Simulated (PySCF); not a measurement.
**`COc1pc(C(F)(F)F)oc1C`: 4 charge schemes on one density**

Species: C6H6F3O2P.
Numbering: `[CH3:1][O:2][c:3]1[p:4][c:5]([C:6]([F:7])([F:8])[F:9])[o:10][c:11]1[CH3:12]` (hydrogens: H13, H14, H15 on C1; H16, H17, H18 on C12)

Cartesian coordinates in Å at the GFN2-xTB level; atoms count from 1:
```xyz
18
C6H6F3O2P angstrom
C      2.6712   -1.4249   -0.7034
O      2.0948   -0.1492   -0.5664
C      0.7523   -0.1460   -0.3951
P     -0.3193   -1.5676   -0.3330
C     -1.6010   -0.4480   -0.1135
C     -3.0367   -0.7930    0.0399
F     -3.8081   -0.3230   -0.9570
F     -3.5811   -0.3273    1.1768
F     -3.1926   -2.1244    0.0512
O     -1.2684    0.8535   -0.0906
C      0.0487    1.0251   -0.2467
C      0.5851    2.4122   -0.2344
H      2.2615   -1.9492   -1.5748
H      3.7398   -1.2673   -0.8351
H      2.4913   -2.0335    0.1907
H     -0.0168    3.0522   -0.8761
H      1.6125    2.3957   -0.5841
H      0.5582    2.8210    0.7752
```

Density: PBE0/pcSseg-1 (PySCF); schemes: Mulliken, IAO, Hirshfeld and ESP-fitted. Geometry: GFN2-xTB, one conformer, isolated molecule.

**Question.** What partial charge does each atom carry?

**Answer.** In e:

```csv
atom,environment,Mulliken,IAO,Hirshfeld,ESP-fitted
C1,methoxy carbon,-0.045,-0.206,-0.035,-0.286
O2,aryl ether oxygen,-0.467,-0.320,-0.107,-0.212
C3,aromatic carbon bearing oxygen,-0.139,-0.070,-0.018,+0.164
P4,phosphorus bonded to 2 C,+0.434,+0.283,+0.055,-0.140
C5,substituted aromatic carbon,-0.291,-0.138,-0.048,-0.050
C6,CF3 carbon,+0.905,+0.801,+0.241,+0.536
F7,fluorine of a CF3 group,-0.268,-0.280,-0.105,-0.188
F8,fluorine of a CF3 group,-0.267,-0.278,-0.103,-0.187
F9,fluorine of a CF3 group,-0.268,-0.276,-0.086,-0.155
O10,furan-type oxygen,-0.349,-0.192,-0.042,-0.111
C11,substituted aromatic carbon,+0.087,+0.163,+0.059,+0.175
C12,benzylic-type carbon,-0.140,-0.439,-0.116,-0.535
H13,methyl hydrogen,+0.121,+0.139,+0.041,+0.152
H14,methyl hydrogen,+0.136,+0.169,+0.060,+0.160
H15,methyl hydrogen,+0.121,+0.139,+0.041,+0.151
H16,methyl hydrogen,+0.141,+0.167,+0.055,+0.186
H17,methyl hydrogen,+0.143,+0.175,+0.055,+0.159
H18,methyl hydrogen,+0.145,+0.165,+0.054,+0.182
```

Mean size of the charges over all atoms: Mulliken 0.248 e, IAO 0.244 e, ESP-fitted 0.207 e, Hirshfeld 0.073 e. Each set sums to the total charge, 0, to within 0.001 e. The Hirshfeld scheme divides the density at each point in proportion to the densities of the neutral, spherically averaged free atoms. The Mulliken scheme counts on each atom the diagonal of the density matrix times the overlap matrix over that atom's basis functions.

Lowest charge. The schemes don't all agree: Mulliken O2 (-0.467); IAO C12 (-0.439); Hirshfeld C12 (-0.116); ESP-fitted C12 (-0.535).

Highest charge. All schemes agree: Mulliken C6 (+0.905); IAO C6 (+0.801); Hirshfeld C6 (+0.241); ESP-fitted C6 (+0.536).

**Question.** How closely do the schemes follow one another over all atoms?

**Answer.** Correlation coefficient and root-mean-square difference: IAO with Hirshfeld 0.99, 0.205 e; Mulliken with IAO 0.93, 0.114 e; Mulliken with Hirshfeld 0.93, 0.237 e; Hirshfeld with ESP-fitted 0.87, 0.171 e; IAO with ESP-fitted 0.87, 0.145 e; Mulliken with ESP-fitted 0.68, 0.235 e.

**Question.** How many electrons does the Hirshfeld scheme count on C12?

**Answer.** Z − q = 6 − (-0.116) = 6.116.

**Question.** Sum the charges by element, for elements with more than one atom.

**Answer.** 
```json
{"element": "C", "atoms": "6", "Mulliken": "+0.377", "IAO": "+0.112", "Hirshfeld": "+0.083", "ESP-fitted": "+0.004"}
{"element": "O", "atoms": "2", "Mulliken": "-0.817", "IAO": "-0.513", "Hirshfeld": "-0.149", "ESP-fitted": "-0.323"}
{"element": "F", "atoms": "3", "Mulliken": "-0.802", "IAO": "-0.834", "Hirshfeld": "-0.294", "ESP-fitted": "-0.530"}
{"element": "H", "atoms": "6", "Mulliken": "+0.807", "IAO": "+0.952", "Hirshfeld": "+0.305", "ESP-fitted": "+0.989"}
```

The run behind these numbers computed NMR shieldings as well. Rough CPU time on one thread of a shared machine: about 2.5 min.
